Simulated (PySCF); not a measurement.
## ScAl: frontier orbitals

BLYP at R = 2.709 Å; PySCF, no relativity, basis sets Sc def2-TZVPP, Al def2-TZVPP. State: ³Σ⁻ (triplet), unpaired electrons π ↑↑. Only the outer orbitals are listed, counted within each symmetry.

| spin | orbital | occ. | ε (eV) | on Sc (%) | main shells (%) |
| --- | --- | --- | --- | --- | --- |
| α | 7σ | 1 | -53.45 | 101 | 101 Sc s |
| α | 3π | 1 | -32.82 | 100 | 100 Sc p |
| α | 3π | 1 | -32.82 | 100 | 100 Sc p |
| α | 8σ | 1 | -32.58 | 100 | 100 Sc p |
| α | 9σ | 1 | -7.76 | 21 | 79 Al s, 11 Sc s |
| α | 10σ | 1 | -3.87 | 56 | 53 Sc s, 35 Al p, 9 Al s |
| α | 4π | 1 | -3.61 | 71 | 67 Sc d, 28 Al p |
| α | 4π | 1 | -3.61 | 71 | 67 Sc d, 28 Al p |
| α | 11σ | 0 | -2.80 | 87 | 60 Sc d, 26 Sc s, 13 Al p |
| α | 1δ | 0 | -2.77 | 100 | 100 Sc d |
| α | 1δ | 0 | -2.77 | 100 | 100 Sc d |
| β | 7σ | 1 | -52.62 | 101 | 101 Sc s |
| β | 3π | 1 | -32.15 | 100 | 100 Sc p |
| β | 3π | 1 | -32.15 | 100 | 100 Sc p |
| β | 8σ | 1 | -31.46 | 100 | 100 Sc p |
| β | 9σ | 1 | -7.18 | 18 | 82 Al s, 10 Sc s |
| β | 10σ | 1 | -3.59 | 67 | 61 Sc s, 28 Al p |
| β | 11σ | 0 | -2.62 | 76 | 61 Sc d, 24 Al p, 15 Sc s |
| β | 4π | 0 | -2.62 | 52 | 48 Al p, 45 Sc d |
| β | 4π | 0 | -2.62 | 52 | 48 Al p, 45 Sc d |

Problem. Which are the highest filled and the lowest empty level, where do they sit, and how wide is the gap?

Solution. Highest filled β 10σ at -3.59 eV (in %: 61 Sc s, 28 Al p); lowest empty α 11σ at -2.80 eV (in %: 60 Sc d, 26 Sc s, 13 Al p); the gap at BLYP is 0.79 eV.

| Property | Result |
| --- | --- |
| bond order (Mayer) | 1.98 |
| ⟨S²⟩ | 2.039 |
| charge on Sc (Mulliken, basis-dependent) | -0.07 |
| charge on Sc (Löwdin, basis-dependent) | -0.26 |
| dipole moment (positive dipole means Sc(−)Al(+)) | -1.28 D |

Shares are Mulliken populations and can fall outside 0 to 100 %.

With d or f electrons several states lie close, and the lowest PBE0 determinant need not be the measured ground state.
